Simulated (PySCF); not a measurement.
ClFGaH₂N, SMILES [NH2][Ga]([F])[Cl]. Atoms are numbered in the order given.

```xyz
6

Ga     0.1197     0.0698    -0.2611
F      1.7941    -0.3367    -0.5332
Cl    -0.7192    -0.4779     1.6154
N     -0.7798     0.9591    -1.5230
H     -1.7743     1.1428    -1.4631
H     -0.3972     1.1348    -2.4450
```
Charge 0, spin multiplicity 1.

Geometry: r2SCAN-D4/def2-SVP. Other conformers were not sampled.

Computed with PySCF with PBE0/def2-TZVPD.

Isolated molecule, no solvent.

Computed frontier levels, gap, dipole moment and polarisability:
```json
{
  "highest_occupied_level": "-8.23 eV",
  "lowest_empty_level": "-1.37 eV",
  "orbital_gap": "6.86 eV",
  "dipole_moment": "2.93 D",
  "quadrupole, principal values (traceless, Buckingham form, about the centre of nuclear charge)": "-6.55, 1.26, 5.29 D·Å",
  "mean_static_polarisability": "48.9 bohr³ (7.24 Å³)",
  "polarisability_principal_values": "39.9, 47.6, 59.2 bohr³"
}
```
